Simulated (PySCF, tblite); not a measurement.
Species: C6H7F3N2.
Bonds: C1–C2, C2–C3 (aromatic), C3–C4 (aromatic), C4–N5 (aromatic), N5–C6, C6–C7, C7–F8, C7–F9, C7–F10, N5–N11 (aromatic), C2–N11 (aromatic). Hydrogens: H12, H13, H14 on C1; H15 on C3; H16 on C4; H17, H18 on C6.

Computed geometry: GFN2-xTB, gas phase.

**Question.** Give the optimised bond lengths and angles.

**Answer.** 
```
                  bond  length (Å)     order
                 C1–C2       1.485    single
                 C2–C3       1.412  aromatic
                 C3–C4       1.370  aromatic
                 C4–N5       1.355  aromatic
                 N5–C6       1.429    single
                 C6–C7       1.532    single
  C7–F8, C7–F9, C7–F10       1.338    single
                N5–N11       1.336  aromatic
                C2–N11       1.319  aromatic
C1–H12, C1–H13, C1–H14       1.088    single
                C3–H15       1.070    single
                C4–H16       1.071    single
        C6–H17, C6–H18       1.095    single
```

Bonds in one row agree within 0.01 Å and their mean is given. Orders are formal, as drawn. A selection of angles:
```
    angle  degrees
 C1–C2–C3    127.9
C1–C2–N11    121.9
C3–C2–N11    110.2
 C2–C3–C4    105.1
 C3–C4–N5    106.6
 C4–N5–C6    128.2
C4–N5–N11    111.7
C6–N5–N11    120.0
 N5–C6–C7    111.5
 C6–C7–F8    112.9
 C6–C7–F9    112.0
 F8–C7–F9    106.9
C2–N11–N5    106.4
```

Dihedral angles: C4–N5–C6–C7 71° (synclinal); N5–C6–C7–F8 58° (synclinal). The mirror-image conformer, all signs reversed, is as good.

The C–C distances run from 1.370 Å (C3–C4, aromatic) to 1.532 Å (C6–C7, drawn single), a spread of 0.162 Å. N5 (pyrrole-type nitrogen) is planar (angles 128.2°, 120.0° and 111.7°, sum 359.9°, 0.02 Å off the plane of its three neighbours). N11 (pyridine-type nitrogen) is bent (angle 106.4°). Of the pairs four or more bonds apart, C4···F9 is among the closest relative to their van der Waals radii: 3.05 Å, 96 % of the sum of Bondi's values. The C–N distances run from 1.319 Å (C2–N11, aromatic) to 1.429 Å (N5–C6, drawn single), a spread of 0.110 Å. The 5-membered ring C2–C3–C4–N5–N11 has internal angles of 105.1° to 111.7° (sum 540°, against 540° for a flat polygon); it is planar, 0.00 Å rms from its mean plane, widest ring torsion 0°.

Point group: C1 (no symmetry element, even within 0.4 Å). Its GFN2-xTB frequencies are all real (lowest 26 cm⁻¹). The numbers are those of one conformer. 3 starts were optimised and ended at 0.00, 0.00 and 0.32 kcal/mol (GFN2-xTB); the lowest of these is shown.
